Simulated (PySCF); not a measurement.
Computed shifts of a molecule CH6Cl2OSi2, PBE0/pcSseg-1 in PySCF, GIAO, gas phase, equivalent atoms averaged, in ppm (number of nuclei): ¹³C: 9.1 (1). ²⁹Si: 9.9 (1), -34.0 (1). ¹H: 5.28 (3), 0.98 (3). References: ¹³C against TMS (σ = 186.3 ppm); ²⁹Si against TMS (σ = 352.7 ppm); ³⁵Cl against HCl (σ = 945.9 ppm); ¹⁷O against H2O (σ = 334.2 ppm); ¹H against TMS (σ = 31.56 ppm), references at their B3LYP-D3(BJ)/def2-TZVP geometries, non-relativistic (without spin–orbit terms, shifts of atoms bonded to Cl or Br come out too high). Coordinates come from a B3LYP-D3(BJ)/def2-SVP optimisation. Other conformers were not sampled.

Problem. Identify the compound among the candidates.
A. CO[Si]([SiH3])(Cl)Cl
B. OC[Si@@H](Cl)[SiH2]Cl
C. OC[Si]([SiH3])(Cl)Cl
D. C[Si](Cl)(Cl)O[SiH3]

Solution. D, C[Si](Cl)(Cl)O[SiH3]
